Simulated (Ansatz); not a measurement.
## Redistribution: SiH(CH3)(OH)(SiH3) + C2H10OSi3 → SiH(CH3)(SiH3)2 + C2H8O2Si2

Species: SiH(CH3)(OH)(SiH3), singlet; C2H10OSi3 `C=C[Si](O)([SiH3])[SiH3]`, singlet; SiH(CH3)(SiH3)2, singlet; C2H8O2Si2 `C=C[Si](O)(O)[SiH3]`, singlet. The partners trade OH for SiH3; both sit on Si, so the bond types are kept.

Shapes, held fixed at every level: PBE0-D4/def2-TZVP. Flexible molecules stand in one conformer, not always the lowest. Programs: Ansatz 0.2.0. Electronic energies: no zero-point or thermal term.

```json
{"level": "HF/def2-TZVPP", "kind": "Hartree–Fock", "ΔE (kJ/mol)": "-33.7", "less CCSD(T)/CBS estimate": "+0.9"}
{"level": "PBE-D4/def2-TZVPP", "kind": "GGA", "ΔE (kJ/mol)": "-32.8", "less CCSD(T)/CBS estimate": "+1.8"}
{"level": "r2SCAN-D4/def2-TZVPP", "kind": "meta-GGA", "ΔE (kJ/mol)": "-34.7", "less CCSD(T)/CBS estimate": "-0.1"}
{"level": "PBE0-D4/def2-TZVPP", "kind": "global hybrid", "ΔE (kJ/mol)": "-34.3", "less CCSD(T)/CBS estimate": "+0.3"}
{"level": "wB97M-V/def2-TZVPP", "kind": "range-separated hybrid", "ΔE (kJ/mol)": "-35.3", "less CCSD(T)/CBS estimate": "-0.7"}
{"level": "B2PLYP/def2-TZVPP", "kind": "double hybrid", "ΔE (kJ/mol)": "-33.6", "less CCSD(T)/CBS estimate": "+1.0"}
{"level": "CCSD(T)/def2-TZVPP", "kind": "coupled cluster or CI", "ΔE (kJ/mol)": "-35.8", "less CCSD(T)/CBS estimate": "-1.2"}
{"level": "CCSD(T)/CBS estimate", "kind": "coupled cluster or CI", "ΔE (kJ/mol)": "-34.6", "less CCSD(T)/CBS estimate": "0.0"}
```

The highest level, CCSD(T)/CBS estimate, gives ΔE = -34.6 kJ/mol; the levels span -35.8 to -32.8. The column of differences is taken from that level and isn't an error. No measured value is set beside it here. The CBS estimate extrapolates MP2 from def2-TZVPP and def2-QZVPP and adds CCSD(T) − MP2 in the triple-zeta set, cores frozen.
